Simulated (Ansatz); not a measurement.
Two isomers of CH7BFNSi: A = `B[Si](C)(N)F`, B = `C[SiH2]B(N)F`.

Isolated molecules relaxed with PBE0-D4/def2-TZVP in Ansatz; ΔE leaves out vibrations. CCSD(T)/CBS adds triple-zeta CCSD(T) − MP2 to the extrapolated MP2 energy (def2 sets, frozen cores). DFT in def2-TZVPP. B3LYP here is the variant with VWN-RPA as its local correlation; programs differ in this. Each species was taken in one conformer, which may not be the lowest.

A:

```xyz
12

B    -1.098   -0.604   -1.530
Si   -0.321    0.258    0.109
C     1.429    0.879    0.038
N    -0.405   -0.932    1.331
F    -1.241    1.554    0.414
H    -2.181   -1.114   -1.475
H    -0.526   -0.679   -2.579
H     2.117    0.081   -0.251
H     1.522    1.687   -0.691
H     1.747    1.271    1.009
H    -1.239   -1.474    1.487
H     0.194   -0.926    2.140
```

B:

Z-matrix (Å, degrees):
```
C
Si 1 1.878
H 1 1.092 2 110.3
H 1 1.092 2 110.9 3 119.6
H 1 1.092 2 111.1 3 -120.0
B 2 2.032 1 112.0 3 -57.7
H 2 1.495 1 109.9 3 -179.7
H 2 1.493 1 109.3 3 63.6
F 6 1.347 2 119.4 1 50.5
N 6 1.392 2 123.3 1 -129.4
H 10 1.004 6 122.7 2 0.2
H 10 1.008 6 122.7 2 -179.3
```

Task: Which is lower in electronic energy at CCSD(T)/CBS, and by how much? (An estimate is asked.)

Result: The calculation gave: B, by 71.6 kJ/mol.

Task: Give E(B) − E(A) in kJ/mol with PBE-D4, ωB97M-V, CCSD/def2-TZVPP, B3LYP, CCSD(T)/def2-TZVPP, HF/def2-TZVPP, r2SCAN-D4. (Estimate.)

Result: Computed: PBE-D4 -94.8, ωB97M-V -78.3, CCSD/def2-TZVPP -74.7, B3LYP -84.0, CCSD(T)/def2-TZVPP -78.2, HF/def2-TZVPP -64.7, r2SCAN-D4 -83.4. None reverses the order clearly.

Largest T1 diagnostic: 0.012.

From PBE to PBE0 (25 % exact exchange), in def2-TZVPP and without D4, E(B) − E(A) moves by +6.5 kJ/mol. In def2-TZVPP, CCSD(T) changes the Hartree–Fock value by −13.5 kJ/mol (the triples alone add −3.5 kJ/mol) and MP2 by −10.0 kJ/mol.
